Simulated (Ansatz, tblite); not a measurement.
Forces on Rb4Br3 at its PBE-D4/def2-SVP geometry. The state is a doublet with charge 0.

In the def2 sets Rb takes a core potential; there is no spin–orbit coupling. The xTB rows come from tblite. Another isomer (doublet) lies 0.47 eV lower at PBE0-D4/def2-TZVP; other spin states weren't run for this one.

GFN1-xTB (tblite), largest force 0.53 eV/Å:

```xyz
7
positions Å, forces eV/Å
Rb   -2.247   -0.270   -0.609    0.171   -0.112    0.008
Rb    0.961    4.684    2.062   -0.165   -0.442   -0.238
Rb    0.655   -3.962   -1.155   -0.053    0.311    0.081
Rb    1.587    0.369    0.350   -0.134   -0.077   -0.025
Br   -0.382   -2.273    1.379    0.031    0.125   -0.103
Br   -0.982    2.525    0.524    0.171    0.152    0.117
Br    0.409   -1.072   -2.551   -0.021    0.042    0.160
```

GFN2-xTB (tblite), largest force 0.28 eV/Å:

```
Rb -0.079 0.025 -0.022
Rb 0.035 -0.216 -0.100
Rb 0.021 0.042 0.008
Rb 0.225 0.123 0.111
Br -0.003 0.038 -0.138
Br -0.144 0.035 0.005
Br -0.056 -0.048 0.135
```

PBE-D4/def2-TZVP (Ansatz), largest force 0.06 eV/Å:

```
Rb -0.023 -0.010 -0.007
Rb 0.019 0.009 0.010
Rb 0.006 -0.022 -0.005
Rb 0.034 0.016 0.015
Br -0.015 -0.019 0.050
Br -0.026 0.011 -0.008
Br 0.005 0.015 -0.055
```
